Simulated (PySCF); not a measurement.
Compound: (ClGe)4NH6 adamantane, Cl₄Ge₄H₆N₆.
Bonds: Ge1–Cl2, Ge1–N3, Ge1–N9, Ge1–N13, N3–Ge4, Ge4–Cl5, Ge4–N6, Ge4–N14, N6–Ge7, Ge7–Cl8, Ge7–N9, Ge7–N10, N10–Ge11, Ge11–Cl12, Ge11–N13, Ge11–N14. Hydrogens: H15 on N3; H16 on N6; H17 on N9; H18 on N10; H19 on N13; H20 on N14.

Computed by this run: PBE0-D3(BJ)/def2-SVP geometry optimisation, gas phase (PySCF); density fitting, grid level 1; the optimiser is geomeTRIC in internal coordinates, started from a GFN2-xTB structure with every atom displaced at random (about 0.03 Å).

Step 1: E = -285106.7000 eV
```
atom  x, y, z in Å  |  force x, y, z in eV/Å
Ge1    -1.7246   -0.0101   -0.7254   -0.832   0.394   0.224
Cl2    -3.7228    0.0431   -1.5359    0.247  -0.114   0.106
N3     -0.4974    0.2159   -2.0320    0.895  -0.239  -0.275
Ge4     1.2568    0.2688   -1.4287   -1.512  -0.325   0.625
Cl5     2.6273    0.5564   -2.9837    0.565   0.130  -0.507
N6      1.4260   -1.3678   -0.6095    0.432  -0.174  -0.159
Ge7     0.3302   -1.6723    0.8203   -0.391   0.713  -0.181
Cl8     0.7321   -3.5252    1.7512    0.078  -0.370   0.194
N9     -1.4041   -1.5605    0.1966    0.075  -0.234  -0.044
N10     0.5348   -0.2608    1.9730    0.196   0.057   0.160
Ge11    0.1395    1.3830    1.2407    0.139  -0.115  -0.568
Cl12    0.3471    2.8993    2.7143   -0.033   0.164   0.177
N13    -1.5225    1.3827    0.4605    0.182   0.113   0.142
N14     1.2681    1.6238   -0.1894    0.343   0.104  -0.122
H15    -0.6916    0.8823   -2.7743   -0.186   0.149   0.135
H16     2.3775   -1.7214   -0.5201   -0.034   0.071   0.055
H17    -1.7447   -2.3975   -0.2776    0.114   0.032  -0.059
H18     0.2527   -0.3997    2.9407   -0.116  -0.054  -0.044
H19    -2.2856    1.5955    1.0992   -0.091  -0.211  -0.043
H20     2.1637    2.0786   -0.0205   -0.072  -0.091   0.181
```

Step 2: E = -285106.8247 eV
```
atom  x, y, z in Å  |  force x, y, z in eV/Å
Ge1    -1.7537    0.0044   -0.7206   -0.248  -0.014   0.193
Cl2    -3.7429    0.0163   -1.5142    0.109  -0.027   0.032
N3     -0.5032    0.2237   -2.0304   -0.110  -0.046  -0.392
Ge4     1.2151    0.2526   -1.4336   -0.009  -0.191   0.186
Cl5     2.6384    0.5398   -2.9886    0.126   0.032  -0.100
N6      1.4345   -1.3717   -0.6057    0.120  -0.142  -0.107
Ge7     0.3197   -1.6473    0.8192   -0.091   0.125  -0.008
Cl8     0.7164   -3.5162    1.7725   -0.007  -0.023   0.039
N9     -1.3987   -1.5670    0.1660   -0.043   0.017  -0.022
N10     0.5340   -0.2406    1.9742    0.150  -0.040   0.138
Ge11    0.1572    1.3928    1.2119    0.285   0.127  -0.087
Cl12    0.3437    2.9169    2.7015   -0.054   0.002  -0.023
N13    -1.5164    1.3757    0.4729   -0.261   0.169   0.049
N14     1.3011    1.6145   -0.2047   -0.009   0.171   0.015
H15    -0.7154    0.9278   -2.7386   -0.011   0.008   0.200
H16     2.3920   -1.7014   -0.4988   -0.016   0.111   0.044
H17    -1.7007   -2.4021   -0.3351    0.087   0.012  -0.064
H18     0.2142   -0.3798    2.9315   -0.091  -0.013  -0.090
H19    -2.2826    1.5443    1.1281    0.142  -0.134  -0.095
H20     2.2096    2.0314   -0.0082   -0.068  -0.145   0.093
```

Step 3: E = -285106.8618 eV
```
atom  x, y, z in Å  |  force x, y, z in eV/Å
Ge1    -1.7728    0.0115   -0.7126    0.131  -0.111   0.091
Cl2    -3.7593   -0.0013   -1.4850   -0.034   0.017  -0.024
N3     -0.5261    0.2271   -2.0434   -0.070  -0.054  -0.088
Ge4     1.1992    0.2351   -1.4408    0.171  -0.044  -0.130
Cl5     2.6569    0.5275   -2.9876   -0.096  -0.019   0.085
N6      1.4454   -1.3807   -0.6071   -0.099  -0.096  -0.078
Ge7     0.3178   -1.6336    0.8162    0.032  -0.100   0.078
Cl8     0.7013   -3.5046    1.7915   -0.031   0.113  -0.029
N9     -1.3907   -1.5704    0.1442   -0.056   0.075   0.027
N10     0.5358   -0.2281    1.9727    0.131  -0.027   0.049
Ge11    0.1727    1.4047    1.1942    0.075   0.074   0.123
Cl12    0.3368    2.9357    2.6850   -0.037  -0.058  -0.091
N13    -1.5170    1.3782    0.4791   -0.199   0.123  -0.032
N14     1.3179    1.6033   -0.2145   -0.154   0.163  -0.048
H15    -0.7458    0.9693   -2.7089    0.083   0.016   0.132
H16     2.4097   -1.6777   -0.4781    0.035   0.095   0.035
H17    -1.6591   -2.4006   -0.3829    0.052   0.006  -0.059
H18     0.1749   -0.3679    2.9148   -0.082  -0.004  -0.045
H19    -2.2723    1.5102    1.1532    0.124  -0.053  -0.031
H20     2.2371    1.9765    0.0093    0.027  -0.117   0.036
```

Step 4: E = -285106.8815 eV
```
atom  x, y, z in Å  |  force x, y, z in eV/Å
Ge1    -1.7770    0.0144   -0.7023    0.194  -0.121  -0.026
Cl2    -3.7627   -0.0071   -1.4684   -0.085   0.029  -0.039
N3     -0.5349    0.2271   -2.0465   -0.218  -0.057   0.019
Ge4     1.1861    0.2176   -1.4497    0.365   0.057  -0.166
Cl5     2.6545    0.5148   -2.9937   -0.165  -0.042   0.145
N6      1.4468   -1.3929   -0.6139   -0.130  -0.083  -0.022
Ge7     0.3192   -1.6260    0.8161    0.116  -0.181   0.090
Cl8     0.6913   -3.4893    1.8127   -0.029   0.134  -0.050
N9     -1.3820   -1.5727    0.1328   -0.078   0.052   0.052
N10     0.5409   -0.2203    1.9710    0.094   0.024  -0.009
Ge11    0.1791    1.4116    1.1811   -0.067  -0.002   0.189
Cl12    0.3250    2.9483    2.6649   -0.003  -0.051  -0.070
N13    -1.5219    1.3840    0.4839   -0.048   0.055  -0.107
N14     1.3169    1.5959   -0.2292   -0.127   0.143  -0.087
H15    -0.7453    1.0111   -2.6629    0.065   0.057   0.022
H16     2.4195   -1.6495   -0.4645    0.053   0.052   0.036
H17    -1.6180   -2.3945   -0.4226    0.014   0.003  -0.041
H18     0.1378   -0.3608    2.8954   -0.062   0.002   0.008
H19    -2.2610    1.4829    1.1778    0.023   0.000   0.040
H20     2.2482    1.9195    0.0176    0.086  -0.072   0.016
```

**Question.** Estimate the geometry and energy of step 5. (The exact step hangs on the optimiser's Hessian estimate; all steps are aligned on step 4, rigid shifts and turns removed.)

**Answer.** E = -285106.8938 eV, largest force 0.229 eV/Å
```
atom  x, y, z in Å  |  force x, y, z in eV/Å
Ge1    -1.7795    0.0114   -0.6975    0.130  -0.068  -0.104
Cl2    -3.7710   -0.0034   -1.4574   -0.043   0.014  -0.013
N3     -0.5473    0.2282   -2.0516   -0.054  -0.057   0.111
Ge4     1.1810    0.2047   -1.4567    0.150   0.116  -0.127
Cl5     2.6453    0.5014   -2.9992   -0.121  -0.047   0.105
N6      1.4477   -1.4056   -0.6198   -0.061  -0.027   0.007
Ge7     0.3249   -1.6238    0.8178    0.055  -0.119   0.029
Cl8     0.6896   -3.4720    1.8337   -0.011   0.066  -0.038
N9     -1.3764   -1.5761    0.1280   -0.029   0.003   0.054
N10     0.5491   -0.2151    1.9695    0.029   0.043  -0.027
Ge11    0.1809    1.4139    1.1716   -0.142  -0.060   0.088
Cl12    0.3146    2.9526    2.6471    0.027  -0.003  -0.004
N13    -1.5270    1.3875    0.4812    0.089   0.005  -0.086
N14     1.3146    1.5965   -0.2435   -0.055   0.058  -0.076
H15    -0.7409    1.0528   -2.6179    0.026   0.067  -0.047
H16     2.4283   -1.6188   -0.4481    0.029   0.005   0.026
H17    -1.5857   -2.3883   -0.4528   -0.010  -0.005  -0.006
H18     0.1051   -0.3557    2.8757   -0.020   0.009   0.032
H19    -2.2494    1.4601    1.1936   -0.058   0.032   0.072
H20     2.2586    1.8638    0.0258    0.070  -0.033   0.004
```

The energy changes by -0.0123 eV. The first-order estimate −F·Δx gives -0.0227 eV and the mean of the old and new forces, exact on a quadratic surface, -0.0133 eV. The step makes an angle of 76° with the force vector and moves no atom by more than 0.062 Å.

What follows is the cost of the whole optimisation. Hardware: an Intel Xeon Platinum 8488C with 2 threads, shared host with 96 logical CPUs at a one-minute load of 28. Cost: 14 min wall, 29 min CPU, 4.8 GiB resident at most.
